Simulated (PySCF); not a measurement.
**GaN⁺: frontier orbitals**

r²SCAN at R = 2.582 Å; Ga 6-31G(d,p), N 6-31G(d,p); no relativity (PySCF 2.14). State: ⁴Σ⁻ (quartet), unpaired electrons σ ↑, π ↑↑. Only the outer orbitals are listed, counted within each symmetry.

```tsv
spin	orbital	occ.	ε (eV)	on Ga (%)	main shells (%)
α	9σ	1	-16.68	69	69 Ga s, 30 N p
α	4π	1	-14.82	1	99 N p
α	4π	1	-14.82	1	99 N p
α	10σ	1	-14.48	38	62 N p, 30 Ga s
α	5π	0	-8.74	99	99 Ga p
α	5π	0	-8.74	99	99 Ga p
α	11σ	0	-7.71	94	93 Ga p
β	8σ	1	-21.56	5	95 N s
β	9σ	1	-15.94	95	94 Ga s
β	10σ	0	-10.24	41	58 N p, 38 Ga p
β	4π	0	-9.42	41	59 N p, 40 Ga p
β	4π	0	-9.42	41	59 N p, 40 Ga p
```

**Question.** Which are the highest filled and the lowest empty level, where do they sit, and how wide is the gap?

**Answer.** Highest filled α 10σ at -14.48 eV (in %: 62 N p, 30 Ga s); lowest empty β 10σ at -10.24 eV (in %: 58 N p, 38 Ga p); the gap at r²SCAN is 4.24 eV.

```
bond order (Mayer)                                                                                                : 0.26
⟨S²⟩                                                                                                              : 3.758
charge on Ga (Mulliken, basis-dependent)                                                                          : 0.91
charge on Ga (Löwdin, basis-dependent)                                                                            : 0.82
dipole moment (positive dipole points towards N; it is taken about the centre of mass and depends on that origin) : -0.65 D
```

Spin–orbit coupling is left out. The state is the lowest determinant that a PBE0 search found; another state may lie lower at other levels.
